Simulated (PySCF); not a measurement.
**Strontium: highly charged ions in a basis for the neutral atom**

Sr⁷⁺ [Ar] 3d10 4s2 4p1, Sr⁸⁺ [Ar] 3d10 4s2. Calculation: PySCF 2.14, in cc-pVDZ-X2C; scalar relativity by spin-free X2C-1e. No spin-orbit coupling, so a gap to NIST mixes the basis error with missing relativistic terms.

Changed run: basis of the neutral atom used for a highly charged ion. This setting is unsound on purpose.

| species | method | sound run (hartree) | changed run (hartree) | converged |
| --- | --- | --- | --- | --- |
| Sr⁷⁺ | UHF | not run | -3163.41444 | yes |
| Sr⁷⁺ | PBE | not run | -3164.70014 | yes |
| Sr⁷⁺ | MN15 | not run | -3167.01143 | yes |
| Sr⁸⁺ | UHF | not run | -3159.03532 | yes |
| Sr⁸⁺ | PBE | not run | -3160.28835 | yes |
| Sr⁸⁺ | MN15 | not run | -3162.59506 | yes |

Ionisation energy of Sr⁷⁺:

```csv
method,changed run (eV),NIST (eV)
UHF,119.16,121.21 ± 0.06
PBE,120.05,121.21 ± 0.06
MN15,120.18,121.21 ± 0.06
```

The contracted functions were made for the neutral atom and can be too rigid for a highly charged ion.
